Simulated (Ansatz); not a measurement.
`C[Si]1(Br)CN1` + HCl → `C[Si]1(Cl)CN1` + HBr at 700 K and 1 bar (ligand exchange at the Si–Br bond).

Calculated with Ansatz (gas phase, PBE0-D4/def2-TZVP geometries, no zero-point term in ΔE). CCSD(T)/CBS adds triple-zeta CCSD(T) − MP2 to the extrapolated MP2 energy (def2 sets, frozen cores). This one scheme is used for every species. For Br outer-core shells are correlated without core-valence functions, which leaves a few kJ/mol of doubt a bond. Scalar relativity is left out up to krypton.

```
        species  CCSD(T)/CBS energy (Eh)  H − E (kJ/mol)  S (J/(mol·K))
`C[Si]1(Br)CN1`              -2996.85093           292.1          473.4
            HCl               -460.38127            38.4          211.8
`C[Si]1(Cl)CN1`               -883.31338           292.5          460.6
            HBr              -2573.91920            36.5          223.7
```

H − E and S are ideal-gas, rigid-rotor, harmonic terms from PBE0-D4/def2-TZVP, for one conformer and one mirror image of each species. 1 Eh = 2625.50 kJ/mol, R = 8.31446 J/(mol·K).

**Question.** By hand: ΔE, ΔH, ΔS and ΔG.

**Answer.** ΔE = (-883.31338) + (-2573.91920) − (-2996.85093) − (-460.38127) = -0.00038 Eh = -1.0 kJ/mol. Δ(H − E) = 292.5 + 36.5 − 292.1 − 38.4 = -1.5, so ΔH = -2.5 kJ/mol. ΔS = 460.6 + 223.7 − 473.4 − 211.8 = -0.9 J/(mol·K). ΔG = -2.5 − 700 × (-0.9)/1000 = -1.9 kJ/mol.

**Question.** By hand: the equilibrium constant, and the temperature at which ΔG would vanish if ΔH and ΔS stayed fixed.

**Answer.** log₁₀ K = −ΔG/(RT ln 10) = 0.1. ΔG = 0 at ΔH/ΔS = 2778 K, far beyond where these terms or the molecules hold.

The number of gas molecules stays the same, so ΔS is small and ΔH decides. The sign of ΔG lies within the doubt. A doubt of 5 kJ/mol in ΔE shifts log₁₀ K by 0.4 here. Other conformers and mirror images would add mixing entropy, several J/(mol·K) or more a flexible species. These are equilibria of isolated gas molecules and say nothing of rates. Largest T1 diagnostic: 0.010 (customary marks: 0.02 for closed shells, 0.045 for open ones).
